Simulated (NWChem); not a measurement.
Atomisation of silicon monosulfide (SSi)

```
Si
S 1 1.9396
```
Charge 0, spin multiplicity 1.

The numbers come from NWChem runs, not from measurements. The geometry was optimised at PBE0/def2-SVP, a minimum by its harmonic frequencies.

Basis set: def2-TZVP. The atomisation energy is electronic alone: no zero-point, thermal, spin-orbit or counterpoise terms. No value is extrapolated to the basis-set limit. Free atoms are single determinants with multiplicities Si 3, S 3. Correlated methods freeze the same cores in atoms and molecule, 10 orbitals in all.

B3LYP has NWChem's definition, with VWN1-RPA local correlation. The stability of the SCF solutions was not checked. Open-shell Hartree-Fock references start from PBE0 orbitals.

For the atomisation energy, HF gives 89.9 kcal/mol and PBE0 gives 142.9 kcal/mol. What do B3LYP, PBE, MP2 give?

B3LYP: 142.2 kcal/mol; PBE: 149.5 kcal/mol; MP2: 144.4 kcal/mol.
